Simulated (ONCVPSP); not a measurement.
## Pseudopotential generation for Ru (Z = 44): ONCV, revPBE, scalar-relativistic.

- Element: ruthenium
- Generator: ONCVPSP 4.0.1
- Type: optimised norm-conserving Vanderbilt (ONCV)
- Functional: revPBE
- Relativity: scalar-relativistic
- Frozen core: [Ar] 3d10
- Valence charge: 16
- Reference configuration: 4s2 4p6 4d7 5s1
- Partial waves: 4s+5s: rc 1.40 bohr, ncon 4, nbas 7, qcut 7.3 1/bohr, 2 projectors; 4p: rc 1.50 bohr, ncon 4, nbas 7, qcut 7.3 1/bohr, 2 projectors, debl 0.8 Ha; 4d: rc 2.35 bohr, ncon 4, nbas 8, qcut 5.7 1/bohr, 2 projectors, debl 2.9 Ha; f scattering state at 0.26 Ha: rc 2.40 bohr, ncon 5, nbas 9, qcut 4.7 1/bohr, 1 projector
- Local potential: polynomial inside 1.05 bohr (lpopt 5, dvloc0 0 Ha)
- Core correction: Teter function, fcfact 5.25, rcfact 1.3

In the p channel the program set the typed energies aside and used -1.704, 0.250 Ha.

Poles of the logarithmic derivatives, all-electron (AE) and pseudo (PS). s: poles at -1.6 (AE) and -1.6 (PS) Ha. p: poles at -0.6 (AE) and -0.6 (PS) Ha. d: poles at 0.1, 3.6 (AE) and 0.1, 3.7 (PS) Ha. f: poles at 1.8, 4.8 (AE) and 2.0, 3.5 (PS) Ha. Test radii: s 1.42, p 1.52, d 2.39, f 2.44 bohr.

* Cutoffs needed: 24 Ha and 40 Ha (the cutoffs (Ha) at which the residual kinetic energy of the hardest occupied pseudo-wave falls to 1 and 0.1 mHa per electron)
* Ghost test: no bound ghost flagged; GHOST(+) flagged for f at 96.0 eV, s at 206.6 eV, d at 432.7 eV
* Largest excitation error: -288 meV (all-electron minus pseudo) for 4s1 4p6 4d7 5s1, out of 4 test configurations
* rms error of d²Exc/dni dnj: 2.28 mHa without and 1.03 mHa with the model core
